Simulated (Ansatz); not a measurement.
C₃H₅GaO (`OC#C[CH2][GaH2]`), relaxed with RKS PBE0-D4/def2-TZVP in Ansatz 0.2.0 from a GFN2-xTB geometry. The force threshold is 0.005 eV/Å; the program also tests the step.

Total charge 0; spin multiplicity 1.

Start:

```xyz
10

O    -1.956    2.097    1.172
C    -0.967    1.317    0.808
C     0.032    0.692    0.569
C     1.185   -0.115    0.227
Ga    0.510   -1.525   -1.097
H    -2.775    1.833    0.735
H     1.606   -0.586    1.125
H     1.970    0.506   -0.225
H    -1.015   -1.575   -1.528
H     1.409   -2.645   -1.786
```

```json
{"step": "1", "energy (eV)": "-57603.7232", "largest force (eV/Å)": "0.595", "largest move (Å)": "0.000"}
{"step": "2", "energy (eV)": "-57603.7898", "largest force (eV/Å)": "0.245", "largest move (Å)": "0.162"}
{"step": "3", "energy (eV)": "-57603.8009", "largest force (eV/Å)": "0.125", "largest move (Å)": "0.048"}
{"step": "4", "energy (eV)": "-57603.8059", "largest force (eV/Å)": "0.078", "largest move (Å)": "0.069"}
{"step": "5 (rejected)", "energy (eV)": "-57603.7901", "largest force (eV/Å)": "1.688", "largest move (Å)": "0.049"}
{"step": "6", "energy (eV)": "-57603.8074", "largest force (eV/Å)": "0.097", "largest move (Å)": "0.024"}
{"step": "7", "energy (eV)": "-57603.8082", "largest force (eV/Å)": "0.077", "largest move (Å)": "0.033"}
{"step": "8", "energy (eV)": "-57603.8087", "largest force (eV/Å)": "0.014", "largest move (Å)": "0.045"}
{"step": "9 (rejected)", "energy (eV)": "-57603.8086", "largest force (eV/Å)": "0.019", "largest move (Å)": "0.008"}
{"step": "10", "energy (eV)": "-57603.8087", "largest force (eV/Å)": "0.005", "largest move (Å)": "0.004"}
{"step": "11", "energy (eV)": "-57603.8087", "largest force (eV/Å)": "0.004", "largest move (Å)": "0.001"}
```

End:

```xyz
10

O    -1.930    2.180    1.247
C    -0.967    1.383    0.860
C    -0.021    0.704    0.564
C     1.071   -0.152    0.165
Ga    0.529   -1.564   -1.124
H    -2.756    1.928    0.819
H     1.524   -0.662    1.023
H     1.882    0.416   -0.307
H    -0.963   -1.676   -1.597
H     1.631   -2.557   -1.650
```

Run time 16 s (4 threads of an AMD EPYC 9R45 on a shared host); peak host memory 0.57 GiB.
